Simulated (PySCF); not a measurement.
CH$_{2}$O, charge +1, doublet, at a GFN2-xTB geometry (a state made from the parent by changing its charge; the spin is typed, not shown lowest). Base run: PySCF with PBE/def2-SVP.

Input for PySCF:
```python
from pyscf import gto, scf, dft

mol = gto.M(
    atom='''
O    -0.03282624    0.01563423    0.66000056
C     0.02426403   -0.01155629   -0.48784984
H     0.03481101    0.87705073   -1.19906748
H     0.08221469   -0.93278685   -1.15383796
''',
    basis='def2-svp',
    charge=1,
    spin=1,
    verbose=4,
)

mf = dft.UKS(mol)
mf.xc = 'pbe'
mf.kernel()
```

Variants of this job, named by their change:

| change | ΔE vs base (µEh) | fitting functions |
|---|---|---|
| base | 0.0 | - |
| auxbasis = def2-tzvp-ri | -137 | 182 |
| auxbasis = default (with mf = mf.density_fit()) | -101 | 120 |
| auxbasis = def2-svp-ri | -7424 | 124 |
| auxbasis = def2-universal-jfit | -101 | 120 |
| auxbasis = even-tempered beta=3.0 | -167 | 201 |
| auxbasis = cc-pvqz-jkfit | -27.9 | 314 |
| auxbasis = cc-pvtz-jkfit | -47.0 | 218 |
| auxbasis = cc-pvdz-jkfit | -63.3 | 186 |
| auxbasis = autoaux | -14.7 | 272 |

A fitting set is made for a task (jfit for Coulomb, jkfit for Coulomb and exchange, ri for correlation) and for a family of orbital bases.

Open shells are given as the SCF converged; they aren't shown to be the lowest states, and a large step between rows can be another state.
